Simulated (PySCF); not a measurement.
C₄H₉, charge -1, singlet, geometry from GFN2-xTB (in this run its highest filled SCF level lies above zero, so its values depend strongly on the basis, on diffuse functions most of all). Base run: PySCF with M06L/STO-3G.

The PySCF input:
```python
from pyscf import gto, scf, dft

mol = gto.M(
    atom='''
C     0.003661   -0.002580    0.509874
C     0.006049    1.421252   -0.057009
H    -0.001717    1.487431   -1.176831
H    -0.871860    1.980056    0.291022
H     0.893924    1.972031    0.278302
C     1.226828   -0.715732   -0.076588
H     1.271049   -0.740558   -1.197244
H     2.154877   -0.235280    0.258078
H     1.264979   -1.760501    0.256751
C    -1.234259   -0.704546   -0.058859
H    -1.294844   -0.728896   -1.178760
H    -1.277099   -1.748947    0.275063
H    -2.152985   -0.215700    0.289111
''',
    basis='sto-3g',
    charge=-1,
    spin=0,
    verbose=4,
)

mf = dft.RKS(mol)
mf.xc = 'm06l'
mf.kernel()
```

Each row names what was changed in the base input (with any setting that the change needs).

```json
[
 {"change": "base", "ΔE vs base (mEh)": "0.000", "grid points": "144744", "electrons on the grid": "33.99993"},
 {"change": "grids.prune = dft.gen_grid.sg1_prune", "ΔE vs base (mEh)": "-0.729", "grid points": "64120", "electrons on the grid": "33.99994"},
 {"change": "grids.radi_method = gauss_chebyshev", "ΔE vs base (mEh)": "0.010", "grid points": "141328", "electrons on the grid": "33.99993"},
 {"change": "grids.radi_method = delley", "ΔE vs base (mEh)": "0.000", "grid points": "156912", "electrons on the grid": "33.99993"},
 {"change": "grids.atom_grid = (150, 974)", "ΔE vs base (mEh)": "-0.038", "grid points": "1061224", "electrons on the grid": "34.00000"},
 {"change": "grids.becke_scheme = stratmann", "ΔE vs base (mEh)": "0.002", "grid points": "144744", "electrons on the grid": "33.99993"},
 {"change": "grids.prune = dft.gen_grid.treutler_prune", "ΔE vs base (mEh)": "-0.086", "grid points": "123720", "electrons on the grid": "33.99993"},
 {"change": "grids.level = 7", "ΔE vs base (mEh)": "-0.039", "grid points": "797512", "electrons on the grid": "34.00000"},
 {"change": "grids.level = 0", "ΔE vs base (mEh)": "-42.204", "grid points": "9928", "electrons on the grid": "33.99387"},
 {"change": "grids.level = 2", "ΔE vs base (mEh)": "-0.046", "grid points": "93184", "electrons on the grid": "33.99997"},
 {"change": "grids.level = 1", "ΔE vs base (mEh)": "2.396", "grid points": "42968", "electrons on the grid": "33.99988"}
]
```
